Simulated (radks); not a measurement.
Results of a calculation; reference values are marked as such.
Task: Species: Pt6+. Configuration: [Xe] 4f14 5d4 (the NIST ground configuration). Level of theory: scalar-relativistic Kohn-Sham, LDA (Slater exchange, Perdew-Wang correlation), spin-polarised, spherical densities, finite nucleus; open shells are filled with parallel spins first (spin-orbit coupling, left out, can overturn this in heavy ions); Fermi nuclear charge, rms radius 5.427 fm (a radial shooting solver on a logarithmic mesh with Libxc functionals). Some entries of the table are withheld. Estimate them.

| orbital | occ. | eigenvalue (eV) | r(max) (bohr) |
|---|---|---|---|
| 1s up | 1 | -78420.83 | 0.01063 |
| 1s down | 1 | -78420.83 | 0.01063 |
| 2s up | 1 | -13851.60 | 0.06128 |
| 2s down | 1 | -13851.23 | 0.06128 |
| 2p up | 3 | -12025.31 | 0.05060 |
| 2p down | 3 | -12025.00 | 0.05060 |
| 3s up | 1 | -3320.023 | 0.1728 |
| 3s down | 1 | -3319.835 | 0.1728 |
| 3p up | 3 | -2787.923 | 0.1718 |
| 3p down | 3 | -2787.724 | 0.1718 |
| 3d up | 5 | -2208.780 | 0.1398 |
| 3d down | 5 | -2208.498 | 0.1398 |
| 4s up | 1 | -781.0514 | 0.3900 |
| 4s down | 1 | -780.6679 | 0.3900 |
| 4p up | 3 | -606.3702 | 0.4101 |
| 4p down | 3 | -605.9827 | 0.4101 |
| 4d up | 5 | -393.8726 | 0.4181 |
| 4d down | 5 | -393.4108 | 0.4181 |
| 5s up | 1 | -188.0238 | (1) |
| 5s down | 1 | -185.4855 | (2) |
| 4f up | 7 | -157.4772 | 0.3841 |
| 4f down | 7 | -156.8182 | 0.3839 |
| 5p up | 3 | -140.7719 | 0.9670 |
| 5p down | 3 | -137.7577 | 0.9623 |
| 5d up | 4 | -85.0327 | (3) |
| 5d down | 0 | -81.6534 | (4) |

Result: 
(1) 5s up r(max) (bohr): 0.8654
(2) 5s down r(max) (bohr): 0.8622
(3) 5d up r(max) (bohr): 1.174
(4) 5d down r(max) (bohr): 1.168
